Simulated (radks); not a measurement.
Values are calculated unless marked as measured or tabulated.
Problem. Species: Se4+. Configuration: [Ar] 3d10 4s2. Level of theory: scalar-relativistic Kohn-Sham, r2SCAN, spin-unpolarised, spherical densities, finite nucleus; meta-GGA in the generalised Kohn-Sham scheme; Fermi nuclear charge, rms radius 4.14 fm (a radial shooting solver on a logarithmic mesh with Libxc functionals). Some entries of the table are withheld. Estimate them.

orbital  occ.  eigenvalue (eV)  r(max) (bohr)  <1/r> (bohr^-1)
1s          2        -12591.44        0.02880              (1)
2s          2        -1672.655            (2)              (3)
2p          6        -1475.446         0.1318            7.476
3s          2        -270.8448         0.5014            2.494
3p          6        -208.3390         0.5000            2.339
3d         10        -105.4943         0.4540            2.043
4s          2         -62.0160          1.426           0.8319
4p          0         -47.7008          1.582           0.7384

Solution. 
(1) 1s <1/r> (bohr^-1): 34.56
(2) 2s r(max) (bohr): 0.1643
(3) 2s <1/r> (bohr^-1): 7.649
